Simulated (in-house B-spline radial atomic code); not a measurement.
Atomic self-consistent-field run: Yb⁺ (an excited or competing configuration). All numbers are computed (scalar-relativistic (X2C) r2SCAN0, spin-polarised, spherical fractional occupations, exact exchange averaged over the configuration; Fermi nucleus of rms radius 5.3108 fm) with an all-electron radial atomic-structure program (B-spline basis), not measured.

Command:
```bash
python run_scf.py task.json out
```
Settings (nuclear radius in fm, mass in u):
```
Z                70
configuration    [Xe] 4f14 7d1
hamiltonian      x2c
method           r2scan0
spin_polarised   True
nucleus          fermi
rms_radius       5.3108
atomic_mass      173.93887
speed_of_light   137.035999084
exact_exchange   averaged over the configuration
```

Output (hartree, bohr):
```
 radial grid: 81 intervals, B-splines of order 8, outer radius 60 bohr

 iter        energy (Eh)    residual
    1      -14059.054910    1.62e-01
    2      -14059.063299    1.85e-02
    3      -14059.068550    1.59e-02
    4      -14059.071447    1.19e-02
    5      -14059.044534    3.14e-02
    6      -14059.075958    4.58e-05
    7      -14059.075958    5.89e-05
    8      -14059.075959    6.00e-06
    9      -14059.075959    5.22e-07

 total energy                    -14059.07596
 kinetic                           15624.5891
 electron-nucleus                 -34901.7350
 Hartree                            5515.3209
 exact exchange                      -73.0731
 exchange-correlation               -224.1778

 orbital      occ     eigenvalue          <r>       <r^2>       <1/r>       r_max
 1s up      1.000     -2251.7055    0.0188942 0.000497834     87.6141     0.01146
 1s down    1.000     -2251.7056    0.0188942 0.000497834     87.6141     0.01146
 2s up      1.000      -383.6838    0.0825591  0.00812094     20.3845     0.07039
 2s down    1.000      -383.6838     0.082559  0.00812094     20.3845     0.07039
 2p up      3.000      -338.9588    0.0736506  0.00664222     17.4595     0.05703
 2p down    3.000      -338.9587    0.0736506  0.00664222     17.4595     0.05703
 3s up      1.000       -87.5941     0.215919   0.0534434     7.34987      0.1994
 3s down    1.000       -87.5942     0.215919   0.0534434     7.34987      0.1994
 3p up      3.000       -73.9318     0.215338   0.0538734      6.5581      0.1962
 3p down    3.000       -73.9318     0.215338   0.0538734      6.5581      0.1962
 3d up      5.000       -56.8496     0.196072   0.0451127     6.12705      0.1603
 3d down    5.000       -56.8496     0.196072   0.0451127     6.12704      0.1603
 4s up      1.000       -17.9694     0.488378    0.269444     3.02178      0.4558
 4s down    1.000       -17.9694     0.488379    0.269445     3.02177      0.4558
 4p up      3.000       -13.4301     0.517803    0.305285     2.69595      0.4762
 4p down    3.000       -13.4301     0.517804    0.305286     2.69594      0.4762
 4d up      5.000        -7.3091     0.561261     0.36607     2.36323      0.4921
 4d down    5.000        -7.3091      0.56126    0.366067     2.36323      0.4921
 5s up      1.000        -2.6111      1.21809     1.67246     1.09937       1.078
 5s down    1.000        -2.6103      1.21795     1.67207     1.09954       1.078
 5p up      3.000        -1.5460      1.43965     2.35726    0.904391       1.235
 5p down    3.000        -1.5449      1.43955     2.35708    0.904522       1.234
 4f up      7.000        -0.6507     0.770092    0.803909     1.74235      0.4858
 4f down    7.000        -0.6506     0.769793    0.803019     1.74269      0.4858
 7d up      1.000        -0.0870      13.5783     206.905    0.101466       14.18
```

Time taken, with all properties: 1 s on 1 thread of Arm Neoverse N1, with other jobs on the host.

One-electron X2C: radii and densities carry no picture-change correction, so inner-shell <1/r> comes out high (for 1s by about 2 % at Z = 33, 5 % at 54, 10 % at 75, 30 % at 118) and <r> low.
